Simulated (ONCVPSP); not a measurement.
**PBE ONCV dataset for sulfur, scalar-relativistic all-electron reference.**

The input file (ONCVPSP 4.0.1):

```
# ATOM AND REFERENCE CONFIGURATION
# atsym  z   nc   nv     iexc    psfile
  S 16.00    3    2        4      upf
#
#   n    l    f
    1    0    2.00
    2    0    2.00
    2    1    6.00
    3    0    2.00
    3    1    2.50
#
# PSEUDOPOTENTIAL AND OPTIMIZATION
# lmax
    1
#
#   l,   rc,      ep,       ncon, nbas, qcut
    0    1.35    0.00    4    8    6.00
    1    1.65    0.00    3    8    5.50
#
# LOCAL POTENTIAL
# lloc, lpopt,  rc(5),   dvloc0
    0    5    1.35    0.00
#
# VANDERBILT-KLEINMAN-BYLANDER PROJECTORs
# l, nproj, debl
    0    0    1.50
    1    2    0.60
#
# MODEL CORE CHARGE
# icmod, fcfact, rcfact
    3    3.25    1.35
#
# LOG DERIVATIVE ANALYSIS
# epsh1, epsh2, depsh
   -3.00    5.00    0.02
#
# OUTPUT GRID
# rlmax, drl
    6.00    0.01
#
# TEST CONFIGURATIONS
# ncnf
    4
# nvcnf
#   n    l    f
    2
    3    0    2.00
    3    1    4.00
#
    2
    3    0    2.00
    3    1    3.00
#
    2
    3    0    2.00
    3    1    2.00
#
    2
    3    0    2.00
    3    1    1.00
#
```

Command:

```bash
oncvpsp.x < S.dat > S.out
```

The program printed (shortened: citation, most of the input echo, consistency checks and plot data are left out):

```
ONCVPSP  (Optimized Norm-Conservinng Vanderbilt PSeudopotential)
scalar-relativistic version 4.0.1

#   n    l    f        energy (Ha)
    1    0    2.00    -8.9112232E+01
    2    0    2.00    -8.4590950E+00
    2    1    6.00    -6.4321493E+00
    3    0    2.00    -1.2260195E+00
    3    1    2.50    -8.1707280E-01

Reference configufation results
  iterations    21
  all-electron total energy (Ha)   -3.98255343D+02

Begin loop to  construct optimized pseudo wave functions
and semi-local pseudopoentials for all angular momenta

Calculating optimized projector #   1

 for l=   0

    Fraction of norm inside rc  0.360720
    Optimizing pswf for qcut=   5.99 a_B^-1,  ecut=  17.96 Ha
    Residual kinetic energy error=  4.29D-05 Ha

    Energy error per electron        Cutoff
         Ha          eV             Ha
         0.01000     0.27211       10.07
         0.00100     0.02721       13.76
         0.00010     0.00272       16.85
         0.00001     0.00027       27.41

WARNING wellstate: negative energy specified for n= 4 l=  1
WARNING scattering state with energy  0.25000000
WARNING will be used for the first projector

   Wellstate for l =  1  n =  4
     eigenvalue =   0.2500
     asymptotic potential =   0.7500
     half-point radius =  3.3056

Calculating optimized projector #   1

 for l=   1

    Fraction of norm inside rc  0.451006
    Optimizing pswf for qcut=   5.50 a_B^-1,  ecut=  15.14 Ha
    Residual kinetic energy error=  2.96D-05 Ha

    Energy error per electron        Cutoff
         Ha          eV             Ha
         0.01000     0.27211        4.36
         0.00100     0.02721        6.03
         0.00010     0.00272       12.71
         0.00001     0.00027       35.88

Calculating optimized projector #   2

 for l=   1

    Fraction of norm inside rc  0.149114
    Optimizing pswf for qcut=   5.50 a_B^-1,  ecut=  15.14 Ha
    Residual kinetic energy error=  3.18D-05 Ha

    Energy error per electron        Cutoff
         Ha          eV             Ha
         0.01000     0.27211        4.69
         0.00100     0.02721        6.39
         0.00010     0.00272       12.80
         0.00001     0.00027       23.47

Construct Vanderbilt / Kleinmman-Bylander projectors

B matrix Hermiticity error, ll=   1
   1   2    5.6316E-05

  Orthonormal projector coefficients -5.5253E+00  9.6737E-01

Model core correction analysis
  based on d2Exc/dn_idn_j

d2excae - all-electron derivatives

   -4.317405D-02   -3.810386D-02
   -3.810424D-02   -3.637006D-02

d2excps - pseudofunction derivatives with no core correction

   -4.590859D-02   -4.014023D-02
   -4.014201D-02   -3.781033D-02

rms 2nd derivative error    2.112543E-03

rmatch, rhocmatch    0.9246    1.9154

Teter function model core charge with specified parameters

d2excps - pseudofunction derivatives with core correction

   -4.313141D-02   -3.808034D-02
   -3.808205D-02   -3.625336D-02

rms 2nd derivative error    6.419449E-05

Pseudoatom total energy   -9.325219

Diagnostic tests using Vanderbilt-Kleinman-Bylander pseudopotentials
  1 or more projectors used as specified by nproj input data

   l    rcore       rmatch      e in        delta e   norm test  slope test

   0   1.3559560   1.3971258  -1.2260195  -0.0000069   1.0000006   1.0002243

   1   1.6518818   1.7020365  -0.8170728   0.0000188   1.0000421   1.0002312
   1   1.6518818   1.7020365   0.2500000   0.0000402   1.0001316   1.0001316

 Testing for bound ghosts
   n   l    E NL Schr. Eq   E Basis Diag.   E Cutoff

   2   1       -0.817054       -0.813719    110.44

 Testing for highly-localized positive-energy ghosts
       l    <radius>/rc     E Basis Diag.   E Cutoff

Test configuration 0

   n   l     f        eae           eps        diff
   1   0  2.0000  -89.11223183
   2   0  2.0000   -8.45909499
   2   1  6.0000   -6.43214926
   3   0  2.0000   -1.22601952   -1.22602641   -6.88D-06
   3   1  2.5000   -0.81707280   -0.81705404    1.88D-05

    Total energies and differences
      AE_ref= -3.98255343D+02  AE_tst= -3.98255343D+02  dif=  0.00D+00
      PS_ref= -9.32521861D+00  PS_tst= -9.32521861D+00  dif= -3.91D-14
      PSP excitation error=  3.91D-14

Test configuration 1

   n   l     f        eae           eps        diff
   1   0  2.0000  -88.41652986
   2   0  2.0000   -7.78014389
   2   1  6.0000   -5.75147815
   3   0  2.0000   -0.63416348   -0.63432948   -1.66D-04
   3   1  4.0000   -0.25756665   -0.25764520   -7.85D-05

    Total energies and differences
      AE_ref= -3.98255343D+02  AE_tst= -3.99045897D+02  dif= -7.91D-01
      PS_ref= -9.32521861D+00  PS_tst= -1.01159378D+01  dif= -7.91D-01
      PSP excitation error=  1.65D-04

Test configuration 2

   n   l     f        eae           eps        diff
   1   0  2.0000  -88.85691563
   2   0  2.0000   -8.21160838
   2   1  6.0000   -6.18387562
   3   0  2.0000   -1.01539259   -1.01551676   -1.24D-04
   3   1  3.0000   -0.61723853   -0.61731541   -7.69D-05

    Total energies and differences
      AE_ref= -3.98255343D+02  AE_tst= -3.98613400D+02  dif= -3.58D-01
      PS_ref= -9.32521861D+00  PS_tst= -9.68331705D+00  dif= -3.58D-01
      PSP excitation error=  4.18D-05

Test configuration 3

   n   l     f        eae           eps        diff
   1   0  2.0000  -89.38912480
   2   0  2.0000   -8.72563029
   2   1  6.0000   -6.69971000
   3   0  2.0000   -1.44776377   -1.44755549    2.08D-04
   3   1  2.0000   -1.02822291   -1.02800610    2.17D-04

    Total energies and differences
      AE_ref= -3.98255343D+02  AE_tst= -3.97794495D+02  dif=  4.61D-01
      PS_ref= -9.32521861D+00  PS_tst= -8.86439543D+00  dif=  4.61D-01
      PSP excitation error=  2.47D-05

Test configuration 4

   n   l     f        eae           eps        diff
   1   0  2.0000  -90.00433218
   2   0  2.0000   -9.31180095
   2   1  6.0000   -7.28871568
   3   0  2.0000   -1.91986780   -1.91879347    1.07D-03
   3   1  1.0000   -1.48007002   -1.47899829    1.07D-03

    Total energies and differences
      AE_ref= -3.98255343D+02  AE_tst= -3.96543479D+02  dif=  1.71D+00
      PS_ref= -9.32521861D+00  PS_tst= -7.61388696D+00  dif=  1.71D+00
      PSP excitation error=  5.32D-04
```

The run took about 2.3 s on one core of a shared server CPU.
